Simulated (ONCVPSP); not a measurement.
# C: ONCV pseudisation with PBE, scalar-relativistic reference atom.

ONCVPSP 4.0.1 was run on this input:

```
# ATOM AND REFERENCE CONFIGURATION
# atsym  z   nc   nv     iexc    psfile
  C 6.00    1    2        4      upf
#
#   n    l    f
    1    0    2.00
    2    0    1.50
    2    1    2.50
#
# PSEUDOPOTENTIAL AND OPTIMIZATION
# lmax
    2
#
#   l,   rc,      ep,       ncon, nbas, qcut
    0    1.20    0.00    4    8    5.30
    1    1.50    0.00    4    7    6.10
    2    1.55    0.10    4    8    6.70
#
# LOCAL POTENTIAL
# lloc, lpopt,  rc(5),   dvloc0
    4    3    1.10    1.00
#
# VANDERBILT-KLEINMAN-BYLANDER PROJECTORs
# l, nproj, debl
    0    3    0.60
    1    1    3.20
    2    2    2.00
#
# MODEL CORE CHARGE
# icmod, fcfact, rcfact
    0    0.00    0.00
#
# LOG DERIVATIVE ANALYSIS
# epsh1, epsh2, depsh
   -2.00    5.00    0.02
#
# OUTPUT GRID
# rlmax, drl
    6.00    0.01
#
# TEST CONFIGURATIONS
# ncnf
    4
# nvcnf
#   n    l    f
    2
    2    0    2.00
    2    1    2.00
#
    2
    2    0    2.00
    2    1    1.00
#
    2
    2    0    2.00
    2    1    0.00
#
    2
    2    0    1.00
    2    1    2.00
#
```

Command:

```bash
oncvpsp.x < C.dat > C.out
```

Output (shortened: citation, most of the input echo, consistency checks and plot data are left out):

```
ONCVPSP  (Optimized Norm-Conservinng Vanderbilt PSeudopotential)
scalar-relativistic version 4.0.1

#   n    l    f        energy (Ha)
    1    0    2.00    -1.0064768E+01
    2    0    1.50    -5.1390010E-01
    2    1    2.50    -2.0232977E-01

Reference configufation results
  iterations    22
  all-electron total energy (Ha)   -3.76091405D+01

Begin loop to  construct optimized pseudo wave functions
and semi-local pseudopoentials for all angular momenta

   Wellstate for l =  0  n =  3
     eigenvalue =   0.0861
     asymptotic potential =   0.5861
     half-point radius =  8.9492

   Wellstate for l =  0  n =  4
     eigenvalue =   0.6861
     asymptotic potential =   1.1861
     half-point radius =  6.4113

Calculating optimized projector #   1

 for l=   0

    Fraction of norm inside rc  0.340190
    Optimizing pswf for qcut=   5.31 a_B^-1,  ecut=  14.09 Ha
    Residual kinetic energy error=  2.30D-03 Ha

    Energy error per electron        Cutoff
         Ha          eV             Ha
         0.01000     0.27211        9.75
         0.00100     0.02721       24.96
         0.00010     0.00272      105.36
         0.00001     0.00027      125.54

Calculating optimized projector #   2

 for l=   0

    Fraction of norm inside rc  0.044308
    Optimizing pswf for qcut=   5.31 a_B^-1,  ecut=  14.09 Ha
    Residual kinetic energy error=  4.10D-04 Ha

    Energy error per electron        Cutoff
         Ha          eV             Ha
         0.01000     0.27211        1.99
         0.00100     0.02721       11.65
         0.00010     0.00272       26.73
         0.00001     0.00027      110.49

Calculating optimized projector #   3

 for l=   0

    Fraction of norm inside rc  0.058656
    Optimizing pswf for qcut=   5.31 a_B^-1,  ecut=  14.09 Ha
    Residual kinetic energy error=  8.47D-04 Ha

    Energy error per electron        Cutoff
         Ha          eV             Ha
         0.01000     0.27211        5.76
         0.00100     0.02721       13.68
         0.00010     0.00272       30.91
         0.00001     0.00027      143.58

Calculating optimized projector #   1

 for l=   1

    Fraction of norm inside rc  0.465869
    Optimizing pswf for qcut=   6.09 a_B^-1,  ecut=  18.55 Ha
    Residual kinetic energy error=  8.97D-04 Ha

    Energy error per electron        Cutoff
         Ha          eV             Ha
         0.01000     0.27211       13.03
         0.00100     0.02721       18.38
         0.00010     0.00272       55.45
         0.00001     0.00027       67.82

   Wellstate for l =  2  n =  3
     eigenvalue =   0.1000
     asymptotic potential =   0.6000
     half-point radius = 17.7411

   Wellstate for l =  2  n =  4
     eigenvalue =   2.1000
     asymptotic potential =   2.6000
     half-point radius =  3.2501

Calculating optimized projector #   1

 for l=   2

    Fraction of norm inside rc  0.000790
    Optimizing pswf for qcut=   6.69 a_B^-1,  ecut=  22.40 Ha
    Residual kinetic energy error=  2.63D-08 Ha

    Energy error per electron        Cutoff
         Ha          eV             Ha
         0.01000     0.27211        0.33
         0.00100     0.02721        1.09
         0.00010     0.00272        3.68
         0.00001     0.00027        8.62

Calculating optimized projector #   2

 for l=   2

    Fraction of norm inside rc  0.203329
    Optimizing pswf for qcut=   6.69 a_B^-1,  ecut=  22.40 Ha
    Residual kinetic energy error=  6.14D-05 Ha

    Energy error per electron        Cutoff
         Ha          eV             Ha
         0.01000     0.27211        9.73
         0.00100     0.02721       15.97
         0.00010     0.00272       21.23
         0.00001     0.00027       35.99

Construct Vanderbilt / Kleinmman-Bylander projectors

B matrix Hermiticity error, ll=   0
   1   2    1.2087E-05
   1   3   -3.1445E-05
   2   3    6.3789E-06

  Orthonormal projector coefficients -1.5232E+02  1.4057E+01  2.6075E+00

B matrix Hermiticity error, ll=   2
   1   2    2.7287E-06

  Orthonormal projector coefficients -1.4177E+00 -3.1423E-01

Pseudoatom total energy   -5.196531

Diagnostic tests using Vanderbilt-Kleinman-Bylander pseudopotentials
  1 or more projectors used as specified by nproj input data

   l    rcore       rmatch      e in        delta e   norm test  slope test

   0   1.2071562   1.2438081  -0.5139001  -0.0000048   1.0000241   1.0001451
   0   1.2071562   1.2438081   0.0860999   0.0000030   1.0000882   1.0000882
   0   1.2071562   1.2438081   0.6860999   0.0000048   1.0001132   1.0001132

   1   1.5062212   1.5519534  -0.2023298  -0.0000015   0.9999998   1.0000116

   2   1.5519534   1.5990740   0.1000000   0.0000057   1.0000303   1.0000303
   2   1.5519534   1.5990740   2.1000000   0.0000188   1.0000909   1.0000909

 Testing for bound ghosts
   n   l    E NL Schr. Eq   E Basis Diag.   E Cutoff

       0                      -10.785739    238.10  WARNING - GHOST(-)
   1   0       -0.513905       -0.489110    238.10

   2   1       -0.202331       -0.187212     67.61

 Testing for highly-localized positive-energy ghosts
       l    <radius>/rc     E Basis Diag.   E Cutoff

Test configuration 0

   n   l     f        eae           eps        diff
   1   0  2.0000  -10.06476839
   2   0  1.5000   -0.51390010   -0.51390487   -4.76D-06
   2   1  2.5000   -0.20232977   -0.20233131   -1.54D-06

    Total energies and differences
      AE_ref= -3.76091405D+01  AE_tst= -3.76091405D+01  dif=  0.00D+00
      PS_ref= -5.19653118D+00  PS_tst= -5.19653118D+00  dif= -1.33D-14
      PSP excitation error=  1.33D-14

Test configuration 1

   n   l     f        eae           eps        diff
   1   0  2.0000  -10.04653975
   2   0  2.0000   -0.50533470   -0.50538425   -4.96D-05
   2   1  2.0000   -0.19423794   -0.19388572    3.52D-04

    Total energies and differences
      AE_ref= -3.76091405D+01  AE_tst= -3.77648101D+01  dif= -1.56D-01
      PS_ref= -5.19653118D+00  PS_tst= -5.35230071D+00  dif= -1.56D-01
      PSP excitation error=  1.00D-04

Test configuration 2

   n   l     f        eae           eps        diff
   1   0  2.0000  -10.59828850
   2   0  2.0000   -0.94660504   -0.94605843    5.47D-04
   2   1  1.0000   -0.62491307   -0.62191665    3.00D-03

    Total energies and differences
      AE_ref= -3.76091405D+01  AE_tst= -3.73656641D+01  dif=  2.43D-01
      PS_ref= -5.19653118D+00  PS_tst= -4.95442787D+00  dif=  2.42D-01
      PSP excitation error=  1.37D-03

Test configuration 3

   n   l     f        eae           eps        diff
   1   0  2.0000  -11.33875003
   2   0  2.0000   -1.48389780   -1.47758682    6.31D-03

    Total energies and differences
      AE_ref= -3.76091405D+01  AE_tst= -3.64779494D+01  dif=  1.13D+00
      PS_ref= -5.19653118D+00  PS_tst= -4.07459770D+00  dif=  1.12D+00
      PSP excitation error=  9.26D-03

Test configuration 4

   n   l     f        eae           eps        diff
   1   0  2.0000  -10.60870300
   2   0  1.0000   -0.95003774   -0.95097363   -9.36D-04
   2   1  2.0000   -0.62834533   -0.62841124   -6.59D-05

    Total energies and differences
      AE_ref= -3.76091405D+01  AE_tst= -3.70439636D+01  dif=  5.65D-01
      PS_ref= -5.19653118D+00  PS_tst= -4.63111331D+00  dif=  5.65D-01
      PSP excitation error= -2.41D-04
```

Note: ghosts flagged at negative energy: s at -293.5 eV; no localised positive-energy state flagged. A true bound ghost makes a file unfit for plane-wave use.

The run took about 3.6 s on one core of a shared server CPU.
